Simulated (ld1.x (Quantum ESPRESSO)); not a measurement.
**What one change does to a pseudopotential (beryllium (Be), RRKJ)**

Be, norm-conserving RRKJ (Kleinman–Bylander form), made with ld1.x (Quantum ESPRESSO) 7.5 (PBE, scalar-relativistic). Core [He], reference 2s1.5 2p0.5. Waves: 2s (bound): rc 1.65 bohr; 3d channel at 0.45 Ry: rc 3.20 bohr; 2p (bound): rc 3.50 bohr. Local part: the p channel. Core correction: a·sin(br)/r model core, default radius (core density twice the valence density). rho0 = 0.005.

All-electron outer shells of the reference configuration (PBE, scalar-relativistic, ld1.x):

```csv
shell,level (eV),outermost node (bohr),outermost maximum (bohr)
1s,-106.96,–,0.27
2s,-5.91,0.59,2.04
2p,-2.30,–,2.26
```

Change: local potential all-electron potential smoothed inside 1.85 bohr (lloc = -2).

Cutoffs: the cutoffs (Ry, on a coarse ladder) from which the occupation-weighted sum of valence levels, in a spherical-Bessel basis at the reference potential, stays within 10 and 1 mRy of its value at 400 Ry; they do not see the model core or the augmentation charge, which bear on the density cutoff. Errors are all-electron minus pseudo energies relative to the spin-unpolarised reference configuration.

Question: What does the change do?

Answer: The potential gets neither clearly harder nor softer (10 Ry and 18 Ry → 10 Ry and 18 Ry); of the 6 tests that both files solve, the error grows in 5 and shrinks in 0 by more than 15 % and 0.3 meV (median size 16.3 → 22.6 meV); the range in which the d phases agree widens (upper end 0.9 → 2.4); neither file shows a bound ghost.

```tsv
quantity	base	changed
cutoff, loose	10 Ry	10 Ry
cutoff, tight	18 Ry	18 Ry
bound ghosts	none	none
error for 2s2 2p0, meV [ΔE -1.80 eV]	-3.3	-4.0
error for 2s1 2p0, meV [ΔE 7.75 eV]	+26	+35
error for 2s1.5 2p0, meV [ΔE 1.96 eV]	+6.7	+10.0
error for 2s0 2p1, meV [ΔE 11.66 eV]	-86	-93
error for 2s1 2p1, meV [ΔE 1.81 eV]	-3.6	-4.2
error for 2s0 2p2, meV [ΔE 5.45 eV]	-35	-41
s: phases at 3.79 bohr within 0.05 rad from the reference energy up to (Ry; the scan ends near 5)	0.6	0.9
p: phases at 3.79 bohr within 0.05 rad from the reference energy up to (Ry; the scan ends near 5)	0.6	0.7
d: phases at 3.79 bohr within 0.05 rad from the reference energy up to (Ry; the scan ends near 5)	0.9	2.4
```
